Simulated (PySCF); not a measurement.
## Polarisability and C₆ of Se⁺ (selenium, charge +1)

[Ar] 3d10 4s2 4p3, high-spin 4S determinant. Computed with PySCF 2.14 in aug-cc-pVQZ-PP with one added diffuse shell each of s, p, d, f, g type with ECP10MDF (8s7p6d4f3g, 114 functions), with a scalar-relativistic core potential. Coupled (time-dependent) response in atomic units; α is the mean over directions.

| method | mean α (bohr³) | C₆ (like pair) | S(−4) |
| --- | --- | --- | --- |
| TPSSh | 14.27 | 88.13 | 48.44 |

S(−4) is the Cauchy moment in α(ω) = α(0) + S(−4) ω² + …

α(iu) at TPSSh:

| u (hartree) | α(iu) (bohr³) |
| --- | --- |
| 0 | 14.27 |
| 0.0500 | 14.15 |
| 0.100 | 13.81 |
| 0.200 | 12.60 |
| 0.300 | 11.03 |
| 0.500 | 7.999 |
| 0.750 | 5.324 |
| 1.00 | 3.698 |
| 1.50 | 2.056 |
| 2.00 | 1.317 |
| 3.00 | 0.6933 |
| 5.00 | 0.3033 |

For an ion, C₆ is the dispersion term alone; charge-induced terms of lower order in 1/R come first.

Energies and moments cover only the electrons outside the core potential.
